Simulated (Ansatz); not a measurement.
Calculated with Ansatz (gas phase, PBE0-D4/def2-TZVP geometries, no zero-point term in ΔE). CBS: MP2 limit from def2 TZ/QZ plus the TZ coupled-cluster correction, frozen cores. This one scheme is used for every species. Functionals use def2-TZVPP. B3LYP here is the variant with VWN-RPA as its local correlation; programs differ in this. For Ge, Se outer-core shells are correlated without core-valence functions, which leaves a few kJ/mol of doubt a bond. Scalar relativity is left out up to krypton. Each species was taken in one conformer, which may not be the lowest.

`[NH2][GeH2][CH]=O` + `[SiH3][SeH]` → `O=[CH][GeH2][SeH]` + `N[SiH3]`  (redistribution)

```
             level  ΔE (kJ/mol)  difference from CCSD(T)/CBS
            PBE-D4        -44.5                         -2.0
         r2SCAN-D4        -46.7                         -4.2
           PBE0-D4        -44.5                         -2.0
          B3LYP-D4        -48.9                         -6.4
           ωB97X-V        -42.4                          0.1
           ωB97M-V        -45.1                         -2.6
            B2PLYP        -46.6                         -4.1
               PBE        -44.0                         -1.5
            r2SCAN        -46.5                         -4.0
              PBE0        -44.0                         -1.5
             B3LYP        -48.1                         -5.6
     HF/def2-TZVPP        -47.0                         -4.5
    MP2/def2-TZVPP        -44.7                         -2.2
SCS-MP2/def2-TZVPP        -44.1                         -1.6
   CCSD/def2-TZVPP        -42.9                         -0.4
CCSD(T)/def2-TZVPP        -42.6                         -0.1
     HF/def2-QZVPP        -47.4                         -4.9
    MP2/def2-QZVPP        -44.8                         -2.3
SCS-MP2/def2-QZVPP        -44.0                         -1.5
      HF/CBS(def2)        -47.4                         -4.9
     MP2/CBS(def2)        -44.6                         -2.1
    CCSD/CBS(def2)        -42.8                         -0.3
       CCSD(T)/CBS        -42.5                            0
```

Largest T1 diagnostic among the species: 0.013.
